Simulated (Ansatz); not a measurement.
Ansatz (a first-principles code) input:

Ansatz 0.2 input:
```yaml
crystal:
  periodic: [false, false, false]
  atoms:
    - {symbol: C, position_ang: [-2.49052906, -0.32882141, -0.63501696]}
    - {symbol: C, position_ang: [-1.57649386, 0.05827846, 0.32874050]}
    - {symbol: B, position_ang: [-0.10296955, 0.03178018, 0.09819432]}
    - {symbol: Cl, position_ang: [1.05169097, 0.55660780, 1.41391280]}
    - {symbol: Cl, position_ang: [0.73085969, -0.48228732, -1.40105533]}
    - {symbol: H, position_ang: [-3.51428916, -0.21176962, -0.20429963]}
    - {symbol: H, position_ang: [-1.87208680, 0.41267832, 1.33240981]}
basis:
  gaussian:
    orbitals: def2-TZVPD
hamiltonian:
  xc: {name: CAM-B3LYP}
total_charge: -1
output: {forces: true}
```

### Question
Predict the final energy.

### Answer
-1022.73442 Eh (CAM-B3LYP/def2-TZVPD). The basis has 221 functions.

It need not be the lowest isomer of its formula. Whether it binds its extra electron was not tested at this geometry.
